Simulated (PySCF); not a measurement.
## wB97X on Xe (xenon, neutral)

Configuration: [Kr] 4d10 5s1 5p6 5d1, high-spin 3D determinant (an excited configuration). All numbers are calculated (PySCF 2.14, scalar relativity by spin-free X2C-1e, in aug-cc-pVQZ-DK3 (9s8p6d3f2g, 102 functions)).

```json
{
  "Total energy": "-7445.59 hartree",
  "One-electron energy": "-10186.95 hartree",
  "Hartree (Coulomb) energy": "2930.42 hartree",
  "Exchange-correlation energy": "-189.07 hartree",
  "⟨S²⟩": "2.0030",
  "⟨L²⟩": "6.015",
  "Sum of ⟨r⟩": "40.18 bohr",
  "Sum of ⟨r²⟩": "73.31 bohr²",
  "Traceless quadrupole moment −½Σ⟨3z² − r²⟩ along its main axis": "5.58 e·bohr²",
  "Langevin diamagnetic susceptibility": "-58.1 ×10⁻⁶ cm³/mol",
  "Time after the integrals": "about 16 core-seconds"
}
```

```tsv
shell	electrons	mean orbital energy (hartree)	spread (hartree)	rms radius, mean of both spins (bohr)
1s α	1	-1263.23823	0	0.0305
1s β	1	-1263.23495	0	0.0305
2s α	1	-197.53941	0	0.124
2s β	1	-197.53659	0	0.124
2p α	3	-177.40386	0.00046	0.111
2p β	3	-177.40175	0.00079	0.111
3s α	1	-40.94126	0	0.327
3s β	1	-40.93749	0	0.327
3p α	3	-34.39339	0.00144	0.327
3p β	3	-34.39062	0.00158	0.327
3d α	5	-24.61627	0.00129	0.305
3d β	5	-24.61384	0.00173	0.305
4s α	1	-7.76815	0	0.762
4s β	1	-7.75959	0	0.762
4p α	3	-5.67342	0.00293	0.815
4p β	3	-5.66715	0.00343	0.815
4d α	5	-2.57974	0.00322	0.944
4d β	5	-2.57233	0.00465	0.944
5s α	1	-1.06091	0	1.96
5p α	3	-0.56707	0.00072	2.37
5p β	3	-0.50561	0.01355	2.37
5d α	1	-0.06047	0	4.45
```

The outer electron is Rydberg-like, and this basis confines it to a smaller radius and binds it less than a complete one would.

Densities and radii are taken from the X2C orbitals without a picture-change correction, which distorts them close to the nucleus.
